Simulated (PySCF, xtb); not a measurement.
C₂H₂BF₃, SMILES C(/F)=C/B(F)F. Atoms are numbered in the order given.

```xyz
8

F      0.6205    -1.9885     0.0000
C     -0.6439    -1.5648     0.0000
C     -0.9912    -0.2622     0.0000
B     -0.0043     0.9302     0.0000
F      1.3197     0.7816     0.0000
F     -0.4667     2.1838     0.0000
H     -1.3543    -2.4118     0.0000
H     -2.0755    -0.0688     0.0000
```
Charge 0, spin multiplicity 1.

The structure is a stationary point at PBE-D3(BJ)/def2-SVP. The structure was generated by enumeration; whether it is a known compound was not checked. The values are those of a single conformer.

Calculation: PySCF with C-PCM-ωB97X/def2-SVP.

The values are the electrostatic part of the solvation free energy, E(continuum) − E(gas) at the gas-phase geometry, in a cavity of scaled van der Waals radii (PySCF's table); cavitation and dispersion terms are not included. In vacuum the orbital gap is 11.51 eV. The dipole moment in vacuum is 2.70 D.

Computed values in water (ε = 78.36), toluene (ε = 2.37), N,N-dimethylformamide (ε = 37.22):
```
solvent                    ε  ΔG(elec) (kcal/mol)  dipole (D)  gap (eV)
---------------------  -----  -------------------  ----------  --------
water                  78.36                 -3.5        3.25     11.48
toluene                 2.37                 -1.9        3.00     11.50
N,N-dimethylformamide  37.22                 -3.5        3.24     11.48
```

For comparison, GFN2-xTB/ALPB(water) (xtb, at the GFN2-xTB geometry, all terms of that model) gives -2.7 kcal/mol.
